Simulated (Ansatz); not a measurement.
One change: `CO[Si](N)(F)Cl` becomes `CO[Si](C)(N)Cl`.

Ansatz, PBE0-D4/def2-TZVP geometries, multiplicity 1. Each molecule was computed in one conformer, which needn't be the lowest.

| property | `CO[Si](N)(F)Cl` |
| --- | --- |
| HOMO–LUMO gap (PBE0/def2-TZVPP) / eV | 8.92 |
| HOMO–LUMO gap (ωB97M-V/def2-TZVPP) / eV | 12.80 |
| HOMO energy (PBE0/def2-TZVPP) / eV | -8.14 |
| size of the dipole moment (PBE/def2-TZVPP) / D | 1.60 |
| HOMO energy (ωB97M-V/def2-TZVPP) / eV | -10.55 |
| size of the dipole moment (B3LYP/def2-TZVPP) / D | 1.58 |

Q: What does the change do to each property? (Best estimate.)

A: Ansatz gave: 
```
                                        property  `CO[Si](C)(N)Cl`  shift
            HOMO–LUMO gap (PBE0/def2-TZVPP) / eV              8.50  -0.42
         HOMO–LUMO gap (ωB97M-V/def2-TZVPP) / eV             12.28  -0.52
              HOMO energy (PBE0/def2-TZVPP) / eV             -7.67   0.47
  size of the dipole moment (PBE/def2-TZVPP) / D              2.16   0.56
           HOMO energy (ωB97M-V/def2-TZVPP) / eV            -10.07   0.48
size of the dipole moment (B3LYP/def2-TZVPP) / D              2.19   0.61
```

With PBE0 the HOMO rises by 0.47 eV and the LUMO rises by 0.05 eV, so the gap narrows by about 0.42 eV. PBE moves the HOMO by 0.40 eV and ωB97M-V by 0.48 eV. Dipoles are sizes alone; their direction can turn.

B3LYP here is the variant with VWN-RPA as its local correlation; programs differ in this.
